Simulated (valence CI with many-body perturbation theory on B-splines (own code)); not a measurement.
# Al: electric-dipole lines

Computed by configuration interaction combined with many-body perturbation theory (CI+MBPT): three valence electrons over a frozen Dirac-Fock core [Ne], a basis of 11 s, 11 p, 9 d, 7 f, 5 g, 2 h, 1 i functions for each j, with the one-electron correlation potential Σ1, the two-electron term Σ2, the three-electron term Σ3, Breit, model QED; selected CI, second order for the rest (own B-spline code, finite nucleus).

Against 21 measured levels this calculation errs by 47 cm⁻¹ on average and by 85 at most.

Lines 1 to 50 of 76 in falling wavelength, among levels below 43509 cm⁻¹, chosen from the strongest by gf and those to the six lowest levels. Wavelengths and rates use the calculated energies, so an error of 50 cm⁻¹ moves a line at 49720 Å by 2.5 % and its rate by three times that or more. Electric multipoles are in the length gauge, E1 and E2 with the static RPA response of the core. Weak lines are less certain than strong ones. Lines between different terms over intervals too small for the method are left out, as are lines whose strength nearly cancels. The highest levels of a list are the least certain.

Names give the largest LS component (configuration and term), which can be under half, so a name can repeat, a term be missing and a line seem to break the LS rules; names also repeat where a configuration has a term twice. Letters in brackets count levels of one name in rising energy.

```csv
λ vac (Å),λ from measured levels,Upper,Lower,A (s⁻¹),log gf,Branch %
49720,51130,3s²4d ²D_3/2 [b],3s²5p ²P°_3/2,3.19e+05,-0.33,0.3
49620,51020,3s²4d ²D_5/2 [b],3s²5p ²P°_3/2,1.92e+06,0.63,2.0
49570,50970,3s²4d ²D_3/2 [b],3s²5p ²P°_1/2,1.60e+06,0.37,1.7
41590,41920,3s²4f ²F°_7/2,3s²4d ²D_5/2 [a],2.27e+06,0.67,13.6
41590,41920,3s²4f ²F°_5/2,3s²4d ²D_5/2 [a],1.51e+05,-0.63,0.9
41510,41840,3s²4f ²F°_5/2,3s²4d ²D_3/2 [a],2.12e+06,0.52,12.7
38850,38720,3s²5p ²P°_1/2,3s²5s ²S_1/2,2.52e+06,0.06,63.3
38760,38630,3s²5p ²P°_3/2,3s²5s ²S_1/2,2.53e+06,0.36,63.0
25340,26160,3s²4p ²P°_3/2,3s3p² ⁴P_5/2,7.41e+01,-4.54,0.0
24960,25750,3s²4p ²P°_1/2,3s3p² ⁴P_3/2,1.36e+01,-5.59,0.0
24860,25650,3s²4p ²P°_3/2,3s3p² ⁴P_3/2,1.12e+00,-6.38,0.0
24670,25450,3s²4p ²P°_1/2,3s3p² ⁴P_1/2,3.05e+00,-6.25,0.0
24580,25350,3s²4p ²P°_3/2,3s3p² ⁴P_1/2,3.41e+00,-5.91,0.0
22710,22710,3s²6p ²P°_3/2,3s²4d ²D_5/2 [a],1.80e+05,-1.25,8.5
22700,22700,3s²6p ²P°_1/2,3s²4d ²D_3/2 [a],1.99e+05,-1.51,9.5
22690,22680,3s²6p ²P°_3/2,3s²4d ²D_3/2 [a],2.02e+04,-2.20,1.0
21190,21170,3s²5s ²S_1/2,3s²4p ²P°_3/2,7.56e+06,0.01,15.3
21110,21100,3s²5s ²S_1/2,3s²4p ²P°_1/2,3.79e+06,-0.29,7.7
17700,17710,3s²6p ²P°_1/2,3s²5s ²S_1/2,3.94e+05,-1.43,18.8
17690,17700,3s²6p ²P°_3/2,3s²5s ²S_1/2,4.01e+05,-1.12,18.9
16760,16770,3s²4d ²D_3/2 [a],3s²4p ²P°_3/2,1.84e+06,-0.51,4.6
16750,16760,3s²4d ²D_5/2 [a],3s²4p ²P°_3/2,1.10e+07,0.44,27.9
16720,16720,3s²4d ²D_3/2 [a],3s²4p ²P°_1/2,9.21e+06,0.19,23.0
13180,13150,3s²4p ²P°_1/2,3s²4s ²S_1/2,1.56e+07,-0.09,100.0
13160,13130,3s²4p ²P°_3/2,3s²4s ²S_1/2,1.57e+07,0.21,99.9
12740,12760,3s²5p ²P°_1/2,3s²3d ²D_3/2,5.35e+04,-2.58,1.3
12730,12750,3s²5p ²P°_3/2,3s²3d ²D_5/2,4.62e+04,-2.35,1.1
12730,12750,3s²5p ²P°_3/2,3s²3d ²D_3/2,5.11e+03,-3.30,0.1
11200,11260,3s²4f ²F°_7/2,3s²3d ²D_5/2,1.45e+07,0.34,86.4
11200,11260,3s²4f ²F°_5/2,3s²3d ²D_5/2,9.65e+05,-0.96,5.8
11200,11260,3s²4f ²F°_5/2,3s²3d ²D_3/2,1.35e+07,0.18,80.6
10890,10890,3s²6s ²S_1/2,3s²4p ²P°_3/2,2.49e+06,-1.05,11.0
10870,10880,3s²6s ²S_1/2,3s²4p ²P°_1/2,1.25e+06,-1.35,5.5
10740,10790,3s²4d ²D_3/2 [b],3s²4p ²P°_3/2,2.86e+04,-2.70,0.0
10730,10780,3s²4d ²D_5/2 [b],3s²4p ²P°_3/2,1.80e+05,-1.73,0.2
10720,10770,3s²4d ²D_3/2 [b],3s²4p ²P°_1/2,1.48e+05,-1.99,0.2
9153,9175,3s²6p ²P°_1/2,3s²3d ²D_3/2,8.45e+03,-3.67,0.4
9151,9173,3s²6p ²P°_3/2,3s²3d ²D_5/2,8.29e+03,-3.38,0.4
9150,9172,3s²6p ²P°_3/2,3s²3d ²D_3/2,9.24e+02,-4.33,0.0
8891,8981,3s²5p ²P°_3/2,3s3p² ⁴P_5/2,3.85e+01,-5.74,0.0
8837,8925,3s²5p ²P°_1/2,3s3p² ⁴P_3/2,7.97e+00,-6.73,0.0
8832,8920,3s²5p ²P°_3/2,3s3p² ⁴P_3/2,1.78e-01,-8.08,0.0
8800,8888,3s²5p ²P°_1/2,3s3p² ⁴P_1/2,3.84e-01,-8.05,0.0
8796,8883,3s²5p ²P°_3/2,3s3p² ⁴P_1/2,5.74e-02,-8.57,0.0
8116,8212,3s²4f ²F°_7/2,3s3p² ⁴P_5/2,6.71e+02,-4.28,0.0
8116,8212,3s²4f ²F°_5/2,3s3p² ⁴P_5/2,4.84e+01,-5.54,0.0
8067,8162,3s²4f ²F°_5/2,3s3p² ⁴P_3/2,1.00e+02,-5.23,0.0
6983,7045,3s²6p ²P°_3/2,3s3p² ⁴P_5/2,5.12e+01,-5.82,0.0
6948,7009,3s²6p ²P°_1/2,3s3p² ⁴P_3/2,1.12e+01,-6.79,0.0
6947,7007,3s²6p ²P°_3/2,3s3p² ⁴P_3/2,3.06e-01,-8.05,0.0
```
